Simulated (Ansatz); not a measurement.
CH5AlS2. Charge 0, multiplicity 1. The bonds changed during the relaxation, so this is another structure than the one it started from.

Z-matrix (Å, degrees):
```
C
Al 1 1.949
H 1 1.094 2 111.5
H 1 1.093 2 112.3 3 121.7
H 1 1.095 2 110.3 3 -118.7
S 2 2.254 1 117.9 3 -143.0
S 2 2.432 1 111.9 3 -84.8
H 2 1.581 1 125.2 3 50.2
H 7 1.351 2 97.1 1 -10.9
```

Q: What are the harmonic wavenumbers in cm⁻¹ at PBE0-D4/def2-TZVP (Ansatz, finite differences of forces, unscaled)? (Best estimate.)

A: Computed: 89, 118, 156, 251, 413, 438, 509, 523, 565, 662, 670, 741, 862, 1219, 1441, 1443, 1938, 2630, 3038, 3115, 3129.

Q: Is this a minimum?

A: Yes, all 21 modes are real.

Q: Give the ideal-gas thermochemistry at 298.15 K and 1 bar (rigid rotor, harmonic oscillator; point group C1, symmetry number 1).

A: Zero-point energy 143.2 kJ/mol; H(298) − E = 164.2 kJ/mol; entropy 346.5 J/(mol·K), of which translation 167.3, rotation 113.0, vibration 66.3; G(298) − E = 60.9 kJ/mol. Modes under 100 cm⁻¹ are hindered rotations or soft bends, so the harmonic entropy is rough.

Q: And at 400, 500, 600, 800 and 1000 K?

A: 
| T (K) | H − E (kJ/mol) | S (J/mol/K) | G − E (kJ/mol) |
| --- | --- | --- | --- |
| 400 | 175.8 | 380.1 | 23.8 |
| 500 | 188.7 | 408.6 | -15.7 |
| 600 | 202.5 | 433.9 | -57.8 |
| 800 | 232.7 | 477.1 | -149.1 |
| 1000 | 265.2 | 513.4 | -248.2 |
